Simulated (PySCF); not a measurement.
Compound: C6H7ClF2O.
Atom-mapped SMILES: `[F:1][CH:2]([F:3])[C@@H:4]1[O:5][C@H:6]1/[CH:7]=[CH:8]\[CH2:9][Cl:10]` (hydrogens: H11 on C2; H12 on C4; H13 on C6; H14 on C7; H15 on C8; H16, H17 on C9)

Cartesian coordinates in Å at the PBE0-D3(BJ)/def2-SVP level; atoms count from 1:
```xyz
17
C6H7ClF2O angstrom
F      3.2245   -1.2066   -0.1341
C      1.8990   -1.4203   -0.0238
F      1.4359   -1.7699   -1.2472
C      1.1982   -0.1721    0.4240
O      1.0185   -0.0101    1.8046
C     -0.1346   -0.2826    1.0321
C     -1.1370    0.7960    0.8856
C     -2.2477    0.6624    0.1520
C     -2.5585   -0.5644   -0.6390
Cl    -3.3501   -1.8329    0.3741
H      1.7283   -2.2530    0.6811
H      1.4616    0.7291   -0.1469
H     -0.5459   -1.2932    1.1697
H     -0.9327    1.7221    1.4321
H     -2.9761    1.4779    0.1269
H     -3.2504   -0.3529   -1.4634
H     -1.6520   -1.0260   -1.0540
```

Theory: PySCF 2.14.0, density-fitted response routines, TDDFT CAM-B3LYP/def2-SVPD, vertical, gas phase, core orbitals frozen in the response.

Frontier orbitals with the atoms that hold most of them (Löwdin shares over 4%, at most four atoms; ? is withheld):

```tsv
orbital	ε (eV)	atoms
LUMO+2	1.35	Cl10 13%, H11 12%, C2 10%, O5 9%
LUMO+1	1.09	Cl10 18%, C9 15%, H16 11%, C8 11%
LUMO	?	?
HOMO	-9.20	C8 30%, C7 27%, Cl10 12%, C4 7%
HOMO-1	-10.16	?
HOMO-2	-10.20	Cl10 55%, O5 15%, C9 10%, H17 4%
HOMO-3	-10.44	O5 34%, Cl10 32%, C4 6%, C9 6%
```

Question: Give the leading atoms of the HOMO-1.

Answer: Cl10 (bonded to C) 63%; O5 (bonded to 2 C) 13%; C9 (bonded to C, Cl and 2 H) 9%.

Question: Which atoms hold the LUMO, and with what shares?

Answer: C7 (bonded to 2 C and H) 25%; C8 (bonded to 2 C and H) 23%; Cl10 (bonded to C) 17%; C9 (bonded to C, Cl and 2 H) 11%. By element: carbon 59% or more, chlorine 17%.

Question: What is the LUMO energy, and the HOMO–LUMO gap?

Answer: ε(LUMO) = -0.18 eV; the gap is 9.02 eV (0.3314 hartree).

Question: The HOMO–LUMO gap is 9.02 eV. Where does the response calculation put the lowest singlet, and from which orbitals?

Answer: S1 is at 6.16 eV (f = 0.306), 2.86 eV below the gap, made of HOMO→LUMO (88%). Without the coupling terms of the response equations the lowest excitation would equal the gap.

Question: One configuration dominates each of S1 and S5. Which, and how do the shares of the two leading atoms of either orbital change from the occupied to the empty one?

Answer: 
- S1 (6.16 eV, f 0.306), HOMO→LUMO (88%): C8 30% → 23%, C7 27% → 25%
- S5 (7.35 eV, f 0.021), HOMO→LUMO+1 (73%): C8 30% → 11%, C7 27% → at most 12%, Cl10 12% → 18%, C9 at most 8% → 15%

One conformer stands for the species.
